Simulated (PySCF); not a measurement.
Adding and removing an electron: TaBr

LDA; basis Ta def2-TZVPPD with ECP60, Br def2-TZVPPD; scalar-relativistic core potentials; PySCF 2.14. Neutral (UKS): quintet (σ ↑, π ↑, δ ↑↑), Re = 2.401 Å, ωe = 265 cm⁻¹, HOMO -3.87 eV, LUMO -3.88 eV.

TaBr⁺ (UKS): quartet (σ ↑, δ ↑↑), Re = 2.288 Å, ωe = 330 cm⁻¹. The energies at the minima are -2627.41233 hartree for TaBr and -2627.15596 for TaBr⁺.

Question: Work out the adiabatic ionisation energy, without and with harmonic zero-point energies (1 hartree = 27.2114 eV, 1 eV = 8065.5 cm⁻¹), and the change of the bond length.

Answer: At LDA: 0.25637 hartree = 6.976 eV between the minima; the zero-point term (330.0 − 265.0)/2 cm⁻¹ = +0.004 eV makes it 6.980 eV. Re changes by -11.3 pm against the neutral. The electron leaves a π orbital, and the shorter bond of the ion fits an antibonding orbital, or a change in how ionic the bond is.

TaBr⁻ (UKS): quartet (π ↑↑, δ ↑), Re = 2.515 Å, ωe = 198 cm⁻¹. The energies at the minima are -2627.41233 hartree for TaBr and -2627.46519 for TaBr⁻.

Question: Work out the adiabatic electron affinity, without and with harmonic zero-point energies (1 hartree = 27.2114 eV, 1 eV = 8065.5 cm⁻¹), and the change of the bond length.

Answer: At LDA: 0.05286 hartree = 1.438 eV between the minima; the zero-point term (265.0 − 198.0)/2 cm⁻¹ = +0.004 eV makes it 1.443 eV. Re changes by +11.4 pm against the neutral. More than one orbital changes its filling between the two states.

De is left out where the level can put another filling of the metal’s s and d shells below the measured ground configuration, by anything from nothing to about 1 eV. Spin–orbit coupling is left out, which matters for elements this heavy, above all for dissociation energies. The highest Kohn–Sham level is positive in this anion. Much of that is self-interaction error, but it also means that the finite basis helps to hold the extra electron. The state is the lowest single determinant that the PBE0 search found; with open d or f shells the true ground state can be another one.
